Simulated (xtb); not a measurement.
xtb input:

```bash
xtb mol.xyz --gfn 1 --sp --chrg 1 --uhf 0
```
mol.xyz:
```
2

Se    -0.00000000    -0.00000000    -0.68077172
Cl     0.00000000     0.00000000     1.36154344
```

### Question
What final total energy does it print?

### Answer
-7.01122 Eh (GFN1-xTB).

This is an excited singlet: at this geometry the triplet lies 1.04 eV lower at CCSD(T)/CBS(def2-TZVPPD,def2-QZVPPD).
